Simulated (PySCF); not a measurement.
Here is a job for PySCF.
```python
from pyscf import gto, scf, dft

mol = gto.M(
    atom='''
C    -1.19243168   -0.16784419    0.12828578
Si    0.66435470    0.08504505   -0.14296576
H    -1.77784666    0.57243506   -0.41016203
H    -1.51335466   -1.15062903   -0.20606812
H    -1.44525161   -0.08155527    1.18441817
H     1.11180308    1.43180120    0.19041623
H     1.47827415   -0.95561745    0.47320178
''',
    basis='sto-3g',
    spin=1,
    verbose=4,
)

mf = dft.UKS(mol)
mf.xc = 'bhandhlyp'
mf = mf.density_fit(auxbasis='def2-universal-jkfit')
mf.kernel()
```

Task: What number of basis functions does DF-BHANDHLYP/STO-3G in PySCF give?

Result: 19

Task: Predict the <S^2> from DF-BHANDHLYP/STO-3G.

Result: 0.751

Task: Predict the dipole moment from DF-BHANDHLYP/STO-3G.

Result: 0.31 D

Task: What total energy does DF-BHANDHLYP/STO-3G give?

Result: -326.6865 Eh

These values belong to the state on which the SCF converged, which isn't shown to be the lowest.
